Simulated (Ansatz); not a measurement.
The cluster Si5Cl2, relaxed as a singlet with RKS r2SCAN-D4/def2-SVP in Ansatz, starting from the GFN2-xTB geometry. Force threshold 0.02 eV/Å.

The restricted singlet is unstable towards broken spin symmetry in Hartree–Fock (as tested in another run); at r2SCAN-D4/def2-SVP this wasn't settled. Another isomer (singlet) lies 2.29 eV lower at PBE0-D4/def2-TZVP; other spin states weren't run for this one.

Start:

```xyz
7

Si   -0.618   -0.269   -0.707
Si    0.473   -0.562    2.413
Si    2.448    0.370    2.679
Si   -1.424   -1.073    1.237
Si   -0.414    0.787   -2.636
Cl   -2.396   -0.024   -3.288
Cl    1.930    0.770    0.302
```

```tsv
step	energy (eV)	largest force component (eV/Å)	SCF passes
1	-64405.2875	1.926	22
2	-64405.8769	0.986	31
3	-64406.0693	0.321	30
4	-64406.1056	0.186	23
5	-64406.1469	0.227	23
6	-64406.1556	0.085	24
7	-64406.1569	0.043	25
8	-64406.1586	0.044	23
9	-64406.1595	0.013	24
```

Force components are those of the run's own axes.

End:

```xyz
7

Si   -0.414   -0.117   -0.307
Si    0.321   -0.602    2.247
Si    2.381    0.382    2.321
Si   -1.573   -1.201    1.283
Si   -0.303    0.694   -2.471
Cl   -2.174    0.036   -3.201
Cl    1.764    0.806    0.128
```

Bonds formed: Si1–Cl7 (atoms count from 1).

No frequencies were taken in this run, so the end may be a saddle point.

It took 50 s on 4 threads of Intel Xeon on a shared host.
